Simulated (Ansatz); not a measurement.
`[F][Ge][F]` + CH₃OH → `C[O][Ge][F]` + H–F at 600 K and 1 bar (ligand exchange at a Ge–F bond).

Calculated with Ansatz (gas phase, PBE0-D4/def2-TZVP geometries, no zero-point term in ΔE). CCSD(T)/CBS adds triple-zeta CCSD(T) − MP2 to the extrapolated MP2 energy (def2 sets, frozen cores). This one scheme is used for every species. For Ge outer-core shells are correlated without core-valence functions, which leaves a few kJ/mol of doubt a bond. Scalar relativity is left out up to krypton. One conformer a species, not always the lowest.

| species | CCSD(T)/CBS energy (Eh) | H − E (kJ/mol) | S (J/(mol·K)) |
| --- | --- | --- | --- |
| `[F][Ge][F]` | -2275.77030 | 37.2 | 307.1 |
| CH₃OH | -115.61712 | 163.6 | 277.3 |
| `C[O][Ge][F]` | -2290.98541 | 159.4 | 383.1 |
| H–F | -100.39570 | 42.3 | 194.0 |

H − E and S are ideal-gas, rigid-rotor, harmonic terms from PBE0-D4/def2-TZVP, for one conformer and one mirror image of each species. 1 Eh = 2625.50 kJ/mol, R = 8.31446 J/(mol·K).

Question: By hand: ΔE, ΔH, ΔS and ΔG.

Answer: ΔE = (-2290.98541) + (-100.39570) − (-2275.77030) − (-115.61712) = 0.00631 Eh = 16.6 kJ/mol. Δ(H − E) = 159.4 + 42.3 − 37.2 − 163.6 = 0.9, so ΔH = 17.5 kJ/mol. ΔS = 383.1 + 194.0 − 307.1 − 277.3 = -7.3 J/(mol·K). ΔG = 17.5 − 600 × (-7.3)/1000 = 21.9 kJ/mol.

Question: By hand: the equilibrium constant, and the temperature at which ΔG would vanish if ΔH and ΔS stayed fixed.

Answer: log₁₀ K = −ΔG/(RT ln 10) = -1.9. ΔH and −TΔS have one sign here, so there is no such temperature.

The number of gas molecules stays the same, so ΔS is small and ΔH decides. A doubt of 5 kJ/mol in ΔE shifts log₁₀ K by 0.4 here. Other conformers and mirror images would add mixing entropy, several J/(mol·K) or more a flexible species. These are equilibria of isolated gas molecules and say nothing of rates. Largest T1 diagnostic: 0.015 (customary marks: 0.02 for closed shells, 0.045 for open ones).

ΔS is within the doubt of such terms, so its sign, and with it that verdict, could turn.
